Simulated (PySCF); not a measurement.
A GIAO shielding run with PySCF 2.14 (density fitting, non-relativistic, gas phase) on `[SiH2](COC=C)O`, C3H8O2Si:

```
$ OMP_NUM_THREADS=1 python probes_run.py task.json out

{"job": {"kind": "nmr", "xc": "KT3", "basis": "pcSseg-1", "pop": false}, "charge": 0, "multiplicity": 1}
C     -2.770783    -0.155305     0.400710
C     -1.788700     0.579391     0.931497
O     -0.462126     0.433574     0.756173
C     -0.015022    -0.615529    -0.084083
Si     1.872985    -0.494062    -0.092588
O      2.307866     1.047497    -0.544107
H     -2.591409    -0.998305    -0.267873
H     -3.804253     0.093229     0.643396
H     -1.991687     1.421264     1.600625
H     -0.425075    -0.492894    -1.105164
H     -0.366787    -1.596806     0.289597
H      2.372601    -0.844046     1.272244
H      2.441121    -1.428808    -1.101746
H      1.816069     1.740663    -0.090722
```

Hardware: 1 thread of an Arm Neoverse N1, shared host.

(1) How large is the calculation?

(2) How long does it take, and how much memory does it need?

(3) And these other runs on the same molecule and hardware: GIAO shielding at B3LYP/pcSseg-1; GIAO shielding at B97-D/pcSseg-1; GIAO shielding at BLYP/pcSseg-1; GIAO shielding at BP86/pcSseg-1; GIAO shielding at HF/pcSseg-1; GIAO shielding at KT2/pcSseg-1?

Results:

(1) 56 electrons, 149 basis functions and 796 auxiliary functions.

(2) 30 s of wall time, with 16 SCF cycles; peak memory 0.8 GiB. Times on a shared host scatter by some tens of per cent.

(3) B3LYP/pcSseg-1: 149 functions, 23 s; B97-D/pcSseg-1: 149 functions, 31 s; BLYP/pcSseg-1: 149 functions, 31 s; BP86/pcSseg-1: 149 functions, 29 s; HF/pcSseg-1: 149 functions, 10 s; KT2/pcSseg-1: 149 functions, 30 s.
